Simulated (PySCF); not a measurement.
# A ladder of Hamiltonians for S⁴⁺ (sulfur, charge +4)

Occupied: 1s1/2, 2s1/2, 2p1/2, 2p3/2, 3s1/2. Hartree-Fock calculated with PySCF 2.14 in an even-tempered Gaussian basis (23 s from 0.056 bohr⁻², ratio 2.3; 15 p from 0.067 bohr⁻², ratio 2.3), Gaussian nucleus throughout. NR is non-relativistic, sf-X2C the spin-free one-electron X2C Hamiltonian, X2C adds the bare one-electron spin-orbit term, X2C-SNSO screens it by Boettger's factors, DC is four-component Dirac-Coulomb, and the Gaunt and Breit terms are added at first order (total energies over the DC spinors, levels after relaxing the spinors in that mean field). QED terms are absent. Levels marked empty are virtual spinors of this ion; the basis has s and p functions only, so 3d, which can lie below the n = 4 levels, is absent.

```
Hamiltonian  E (hartree)
         NR    -393.3689
     sf-X2C    -394.4551
        X2C    -394.4560
   X2C-SNSO    -394.4558
         DC    -394.4900
   DC+Gaunt    -394.3963
   DC+Breit    -394.4030
```

```tsv
level (eV)	NR	sf-X2C	X2C	X2C-SNSO	DC	DC+Gaunt	DC+Breit
1s1/2	-2565.6	-2573.5	-2573.5	-2573.5	-2574.2	-2572.7	-2572.7
2s1/2	-304.55	-305.94	-305.94	-305.94	-305.98	-305.91	-305.91
2p1/2	-241.15	-241.17	-242.20	-242.07	-242.07	-241.93	-241.94
2p3/2	-241.15	-241.17	-240.66	-240.72	-240.75	-240.66	-240.67
3s1/2	-70.804	-70.994	-70.994	-70.994	-70.999	-70.989	-70.990
3p1/2 (empty)	-46.237	-46.235	-46.332	-46.320	-46.318	-46.305	-46.307
3p3/2 (empty)	-46.237	-46.235	-46.187	-46.193	-46.195	-46.187	-46.189
4s1/2 (empty)	-24.242	-24.287	-24.287	-24.287	-24.288	-24.286	-24.286
```

How large are the two-electron picture-change error of X2C and the Breit correction in the total energy?

X2C-1e lies 0.0339 hartree above Dirac-Coulomb; Gaunt adds 0.0936 and the full Breit term 0.0869 hartree.

```tsv
interval (eV)	X2C	X2C-SNSO	DC	DC+Gaunt	DC+Breit
2p3/2 − 2p1/2	1.544	1.350	1.326	1.268	1.268
3p3/2 − 3p1/2	0.1449	0.1267	0.1236	0.1178	0.1178
```

Weight of the small component: 1s1/2 0.00324, 2s1/2 0.000506, 2p1/2 0.000474, 2p3/2 0.000471, 3s1/2 9.26e-05, 3p1/2 7.22e-05, 3p3/2 7.20e-05, 4s1/2 2.76e-05.

Koopmans' value for the highest occupied level at DC+Breit: 70.990 eV, against an ionisation energy of 72.594 eV (measured; NIST Atomic Spectra Database, ionization energies); the former lacks relaxation, correlation, QED and recoil.

The whole ladder took 170 s of wall time on 1 thread of AMD EPYC 7R43 64-Core Processor (shared host), launched as `OMP_NUM_THREADS=1 python relrun2.py TASK.json OUT` (a driver that calls PySCF for each Hamiltonian).
